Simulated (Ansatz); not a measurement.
Reaction (isomerisation): `C[NH][GaH][CH3]` → `C[CH2][GaH][NH2]`

Isolated molecules relaxed with PBE0-D4/def2-TZVP in Ansatz; ΔE leaves out vibrations. CCSD(T)/CBS is the MP2 limit (def2-TZVPP, def2-QZVPP) plus CCSD(T) − MP2 in def2-TZVPP, frozen cores. Functionals use def2-TZVPP. For Ga outer-core shells are correlated without core-valence functions, which leaves a few kJ/mol of doubt a bond. Scalar relativity is left out up to krypton. Each species was taken in one conformer, which may not be the lowest.

`C[NH][GaH][CH3]`:

Cartesian coordinates in Å:
```
C -0.742 0.727 -1.521
N -0.535 1.183 -0.169
Ga 0.235 0.296 1.223
C 0.899 -1.528 0.936
H -0.222 1.350 -2.260
H -1.804 0.705 -1.799
H -0.360 -0.290 -1.636
H -0.873 2.120 -0.015
H 0.295 1.108 2.562
H 0.704 -1.884 -0.077
H 1.976 -1.570 1.114
H 0.428 -2.218 1.641
```

`C[CH2][GaH][NH2]`:

```xyz
12

C     0.593    1.337    0.570
C     0.735   -0.138    0.927
Ga   -0.303   -1.361   -0.218
N    -1.305   -0.604   -1.534
H    -0.445    1.671    0.643
H     0.923    1.538   -0.453
H     1.185    1.978    1.231
H     1.785   -0.447    0.880
H     0.432   -0.315    1.965
H    -0.368   -2.924   -0.126
H    -1.876   -1.122   -2.180
H    -1.356    0.386   -1.706
```

```csv
level,ΔE (kJ/mol)
B97M-V,-24.4
B2PLYP,-24.1
```

(1) What does CCSD(T)/CBS give? (Best estimate.)

Largest T1 diagnostic among the species: 0.013.

## Answers

(1) The calculation gave: -28.8 kJ/mol. The listed levels differ from it by 4.4, 4.7 kJ/mol.

At CCSD(T), def2-SVP lies +10.4 kJ/mol from the extrapolated value and def2-TZVPP +3.3 kJ/mol. From BLYP to BHLYP (50 % exact exchange), in def2-TZVPP and without D4, ΔE moves by −3.2 kJ/mol.
